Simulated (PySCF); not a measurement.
**Tl₂O: calculation against measurement**

Isolated Tl₂O, optimised in PySCF with density fitting and no spin–orbit coupling; def2 sets carry scalar-relativistic core potentials from Rb on. It is a singlet of D∞h symmetry: PBE0/def2-TZVP O–Tl 2.092 Å (×2).

Measured fundamentals (Jacox, Vibrational and Electronic Energy Levels of Polyatomic Transient Molecules, as compiled in the NIST Chemistry WebBook) beside computed harmonic wavenumbers, in cm⁻¹:

| mode as compiled | computed symmetry | measured | medium | PBE0/def2-TZVP |
| --- | --- | --- | --- | --- |
| – asym. stretch | σu+ | 643.6 | argon matrix | 682 |

Question: How close does the calculation come?

Answer: Mean absolute differences: PBE0/def2-TZVP 5.9 %. The mean ratio of measured to computed values at PBE0/def2-TZVP is 0.944. Harmonic values should lie a little above fundamentals; matrices shift bands further, usually down by up to a few per cent.

 With an element this heavy the missing spin–orbit coupling can shift these numbers.
